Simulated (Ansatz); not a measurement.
Reaction (ligand exchange at a B–C bond): `C=C([BH][AlH2])OC` + `C[SeH]` → `C[Se][BH][AlH2]` + `C=COC`

Isolated molecules relaxed with PBE0-D4/def2-TZVP in Ansatz; ΔE leaves out vibrations. CCSD(T)/CBS adds triple-zeta CCSD(T) − MP2 to the extrapolated MP2 energy (def2 sets, frozen cores). DFT in def2-TZVPP. B3LYP here is the variant with VWN-RPA as its local correlation; programs differ in this. For Se outer-core shells are correlated without core-valence functions, which leaves a few kJ/mol of doubt a bond. Scalar relativity is left out up to krypton. Each species was taken in one conformer, which may not be the lowest.

| species | B3LYP energy (Eh) |
| --- | --- |
| `C=C([BH][AlH2])OC` | -461.67514 |
| `C[SeH]` | -2442.11820 |
| `C[Se][BH][AlH2]` | -2710.62852 |
| `C=COC` | -193.20081 |

Work out ΔE.

ΔE = (-2710.62852) + (-193.20081) − (-461.67514) − (-2442.11820) = -0.03599 Eh = -0.98 eV. CCSD(T)/CBS gives -1.06 eV.

Largest T1 diagnostic among the species: 0.014.

In def2-TZVPP, CCSD(T) changes the Hartree–Fock value by −0.07 eV (the triples alone add −0.01 eV) and MP2 by −0.12 eV.
